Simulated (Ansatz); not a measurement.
**Ligand exchange: C4H10 + GaCl3 → C3H7Cl + Ga(CH3)Cl2**

Species: C4H10 (butane) `CCCC`, singlet; GaCl3 (gallium trichloride (monomer)) `[Cl][Ga]([Cl])[Cl]`, singlet; C3H7Cl (1-chloropropane) `CCCCl`, singlet; Ga(CH3)Cl2, singlet. The partners trade CH3 for Cl: C–CH3 and Ga–Cl bonds give way to C–Cl and Ga–CH3.

Shapes, held fixed at every level: PBE0-D4/def2-TZVP. Flexible molecules stand in one conformer, not always the lowest. Programs: Ansatz 0.2.0. Electronic energies: no zero-point or thermal term.

Estimate ΔE of this reaction.

The highest level, CCSD(T)/def2-TZVPP, gives ΔE = +116.2 kJ/mol; the levels span +112.7 to +144.4. The column of differences is taken from that level and isn't an error. No measured value is set beside it here. Relativity is left out for Ga unless named. Correlated rows may include outer-core shells of Ga, which these sets cover unevenly.

```
                level                    kind  ΔE (kJ/mol)  less CCSD(T)/def2-TZVPP
          HF/def2-SVP            Hartree–Fock       +144.4                    +28.2
        HF/def2-TZVPP            Hartree–Fock       +134.1                    +17.9
r2SCAN0-D4/def2-TZVPP           global hybrid       +118.2                     +2.0
   wB97M-V/def2-TZVPP  range-separated hybrid       +112.7                     -3.5
         MP2/def2-SVP     perturbation theory       +139.3                    +23.1
       MP2/def2-TZVPP     perturbation theory       +116.2                      0.0
   CCSD(T)/def2-TZVPP   coupled cluster or CI       +116.2                      0.0
```
